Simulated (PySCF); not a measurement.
Ge(H)2(Me)(vinyl) (C3H8Ge), SMILES C=[CH][GeH2][CH3].

Geometry optimised at PBE0-D3(BJ)/def2-SVP. This is a generated structure with no PubChem entry under its InChIKey; it may be hypothetical. One conformer was computed; it need not be the lowest.

Level of theory: PBE0-D3(BJ)/def2-SVP in PySCF 2.14.0.

Frequencies are harmonic and unscaled.

Task: List the normal modes with their intensities. (Estimate from the structure and the level; the computed values follow.)

Result: 
```csv
mode,ν (cm⁻¹),IR (km/mol),moving atoms (share of kinetic energy)
1,93,0.1,"H 51 %, C 47 %"
2,146,0.0,H 97 %
3,152,0.4,"C 63 %, H 30 %"
4,317,6.3,"C 55 %, H 25 %, Ge 19 %"
5,385,0.9,H 93 %
6,500,18.6,"H 87 %, C 11 %"
7,581,5.3,"C 65 %, H 25 %, Ge 10 %"
8,618,22.5,"C 60 %, H 20 %, Ge 20 %"
9,689,45.4,"H 80 %, C 17 %"
10,703,64.2,"H 88 %, C 10 %"
11,840,123.9,"H 83 %, C 14 %"
12,857,23.8,"H 81 %, C 17 %"
13,891,66.1,H 99 %
14,980,31.6,"H 73 %, C 27 %"
15,1005,6.4,"H 84 %, C 16 %"
16,1042,11.7,H 92 %
17,1253,8.9,"H 80 %, C 20 %"
18,1269,3.8,"H 74 %, C 26 %"
19,1415,9.9,"H 86 %, C 14 %"
20,1436,5.0,H 96 %
21,1438,3.3,H 95 %
22,1689,1.1,"C 87 %, H 13 %"
23,2128,151.2,H 98 %
24,2135,134.3,H 99 %
25,3068,3.8,H 97 %
26,3137,11.5,H 95 %
27,3165,4.8,"H 91 %, C 9 %"
28,3179,2.6,"H 90 %, C 10 %"
29,3181,2.4,"H 91 %, C 9 %"
30,3232,8.4,"H 89 %, C 11 %"
```
